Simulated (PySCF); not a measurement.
# How methods differ on the ionisation energy of Ti⁺

Ti⁺ [Ar] 3d2 4s1 (4F) → Ti²⁺ [Ar] 3d2 (3F), as a difference of total energies. Computed with PySCF 2.14 in dyall-av2z (16s12p7d2f, 101 functions), with the non-relativistic Hamiltonian (point nucleus). Correlated levels: valence: [Ar] frozen; virtual orbitals above 40 to 60 times the deepest correlated orbital energy dropped. The calculations carry no spin-orbit coupling.

```json
{"method": "UHF", "ionisation energy (eV)": "12.851"}
{"method": "LDA", "ionisation energy (eV)": "14.080"}
{"method": "PBE", "ionisation energy (eV)": "13.893"}
{"method": "PBE0", "ionisation energy (eV)": "13.677"}
{"method": "r2SCAN", "ionisation energy (eV)": "13.707"}
{"method": "B3LYP", "ionisation energy (eV)": "13.838"}
{"method": "TPSS", "ionisation energy (eV)": "13.585"}
{"method": "PW91", "ionisation energy (eV)": "13.934"}
{"method": "SCS-MP2 (valence)", "ionisation energy (eV)": "12.903"}
```

Problem. Estimate what MP2 (valence) gives.

Solution. 13.009 eV, closest to SCS-MP2 (valence) among the rows shown.

Problem. Estimate what wB97X-V gives.

Solution. 13.340 eV, closest to TPSS among the rows shown.

These non-relativistic numbers lack the scalar-relativistic shift.

Errors of the correlated levels include the incompleteness of this basis and the frozen core.

For comparison: 13.575 eV (measured; NIST Atomic Spectra Database, ionization energies).
